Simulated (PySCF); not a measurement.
**Orbital energies and ionisation energy**

Species: C4H12Si2.
Atom-mapped SMILES: `[CH2:1]=[C:2]([CH3:3])[SiH2:4][CH2:5][SiH3:6]` (hydrogens: H7, H8 on C1; H9, H10, H11 on C3; H12, H13 on Si4; H14, H15 on C5; H16, H17, H18 on Si6)

Cartesian coordinates in Å at the PBE0-D3(BJ)/def2-SVP level; atoms count from 1:
```xyz
18
C4H12Si2 angstrom
C     -2.324   -1.336   -0.449
C     -1.639   -0.347    0.143
C     -2.236    1.011    0.377
Si     0.134   -0.650    0.695
C      1.333    0.500   -0.195
Si     3.147    0.253    0.230
H     -3.357   -1.194   -0.791
H     -1.888   -2.327   -0.614
H     -2.273    1.248    1.453
H     -1.629    1.803   -0.095
H     -3.259    1.085   -0.024
H      0.490   -2.076    0.416
H      0.254   -0.406    2.169
H      1.059    1.545    0.035
H      1.203    0.367   -1.283
H      3.359    0.363    1.707
H      3.603   -1.103   -0.207
H      4.005    1.277   -0.443
```

Level: PBE0/def2-SVPD (PySCF). Frontier orbitals with their largest atomic shares (Löwdin; up to four atoms above 4 %):

| orbital | ε (eV) | main atoms |
| --- | --- | --- |
| HOMO−3 | -9.28 | Si4 32 %, H13 20 %, H12 19 %, C5 9 % |
| HOMO−2 | -8.97 | C5 21 %, Si4 16 %, Si6 15 %, H18 12 % |
| HOMO−1 | -8.35 | C2 25 %, Si4 17 %, C5 13 %, C1 9 % |
| HOMO | -7.54 | ? |
| LUMO | -0.28 | C1 33 %, C2 28 %, Si4 9 %, H7 6 % |
| LUMO+1 | 0.36 | Si6 19 %, Si4 12 %, C5 11 %, H14 8 % |
| LUMO+2 | 0.67 | Si4 20 %, Si6 20 %, H18 8 %, H12 8 % |

Problem. What vertical ionisation energy does ΔSCF give, and how far is −ε(HOMO) from it?

Solution. ΔSCF: 9.35 eV (902 kJ/mol; threshold wavelength 133 nm); ⟨S²⟩ of the doublet left behind is 0.757, against 0.75 for a pure doublet. −ε(HOMO) is 7.54 eV, 1.81 eV below it. For the exact functional −ε(HOMO) would equal the first vertical ionisation energy; PBE0 (global hybrid, 25 % exact exchange) falls short of its own ΔSCF value by 19 %. Holes in the HOMO−1 and HOMO−2 were tried too where these lie within 1.2 eV of the HOMO; the lowest converged state counts.

Problem. On which atoms does the HOMO lie?

Solution. C1 (terminal =CH2 carbon) 36 %, C2 (fully substituted alkene carbon) 33 %, C3 (allylic carbon) 7 %, Si4 (SiH2 silicon) 5 %, so no atom holds as much as 40 %. The HOMO−1 lies 0.81 eV lower.

Problem. How many of the 10 lowest singlet excitations (vertical TDDFT, same level) lie below the ionisation energy?

Solution. All 10; they run from 6.52 to 7.95 eV.

Problem. With α = 106.8 au, estimate the like-pair dispersion coefficient by London's formula C6 = (3/4)α²I.

Solution. I = 0.3437 Eh, so C6 ≈ 2940 au, a rough estimate.

Problem. What kinetic energy would electrons from this vertical process carry with He I light (21.218 eV)?

Solution. 21.22 − 9.35 = 11.87 eV.

One conformer (not necessarily the lowest) at the PBE0-D3(BJ)/def2-SVP geometry, without solvent, vibrations or thermal averaging.
